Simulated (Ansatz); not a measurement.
`[OH][GeH2][S]S` → `[OH][GeH]` + `SS` at 298.15 K and 1 bar (germylene formation by 1,1-elimination).

Gas-phase electronic energies from Ansatz, PBE0-D4/def2-TZVP geometries. CBS: MP2 limit from def2 TZ/QZ plus the TZ coupled-cluster correction, frozen cores. This one scheme is used for every species. For Ge outer-core shells are correlated without core-valence functions, which leaves a few kJ/mol of doubt a bond. Scalar relativity is left out up to krypton. One conformer a species, not always the lowest.

```csv
species,CCSD(T)/CBS energy (Eh),H − E (kJ/mol),S (J/(mol·K))
`[OH][GeH2][S]S`,-2949.28349,129.1,356.9
`[OH][GeH]`,-2152.47759,63.5,255.1
`SS`,-796.74576,60.1,251.3
```

H − E and S are ideal-gas, rigid-rotor, harmonic terms from PBE0-D4/def2-TZVP, for one conformer and one mirror image of each species. 1 Eh = 2625.50 kJ/mol, R = 8.31446 J/(mol·K).

By hand: ΔE, ΔH, ΔS and ΔG.

ΔE = (-2152.47759) + (-796.74576) − (-2949.28349) = 0.06014 Eh = 157.9 kJ/mol. Δ(H − E) = 63.5 + 60.1 − 129.1 = -5.5, so ΔH = 152.4 kJ/mol. ΔS = 255.1 + 251.3 − 356.9 = 149.5 J/(mol·K). ΔG = 152.4 − 298.15 × (149.5)/1000 = 107.8 kJ/mol.

By hand: the equilibrium constant, and the temperature at which ΔG would vanish if ΔH and ΔS stayed fixed.

log₁₀ K = −ΔG/(RT ln 10) = -18.9. ΔG = 0 at ΔH/ΔS = 1019 K.

The number of gas molecules changes by +1, which sets the sign of ΔS. A doubt of 5 kJ/mol in ΔE shifts log₁₀ K by 0.9 here. Other conformers and mirror images would add mixing entropy, several J/(mol·K) or more a flexible species. Modes under 60 cm⁻¹, often nearly free rotors, make the harmonic entropy too high. These are equilibria of isolated gas molecules and say nothing of rates. Largest T1 diagnostic: 0.016 (customary marks: 0.02 for closed shells, 0.045 for open ones).
